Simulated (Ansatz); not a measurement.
Al4H7⁻. The state is a singlet with charge -1. Geometry PBE0-D4/def2-SVPD, basis def2-TZVPD, Ansatz.

```csv
atom,x (Å),y (Å),z (Å)
Al1,-0.737,1.169,0.205
Al2,3.220,-1.417,-2.125
Al3,1.500,0.332,-1.631
Al4,-2.009,-0.303,1.932
H5,1.398,-1.361,-2.226
H6,-3.616,-0.350,2.164
H7,2.634,-0.594,-0.603
H8,0.164,-0.085,-0.545
H9,-1.315,-1.359,2.944
H10,-1.628,1.833,-0.965
H11,0.389,2.136,0.849
```

```csv
run,HOMO (eV),LUMO (eV)
A,-3.35,3.58
B,-1.03,0.47
C,-1.87,1.28
D,-1.17,0.66
E,-1.78,1.17
```

Another isomer (singlet) lies 0.12 eV lower at PBE0-D4/def2-TZVPD; other spin states weren't run for this one.

Problem. The runs used HF, PBE, PBE0, r2SCAN, r2SCAN0. Estimate which is which.

Solution. A HF (100 % exact exchange); B PBE (0 % exact exchange); C r2SCAN0 (25 % exact exchange); D r2SCAN (0 % exact exchange); E PBE0 (25 % exact exchange). Exact exchange lowers occupied and raises empty levels; among semilocal functionals meta-GGAs tend to open the gap a little, and such runs are hard to tell apart. The gap grows from 1.51 eV (PBE) to 6.92 eV (HF).
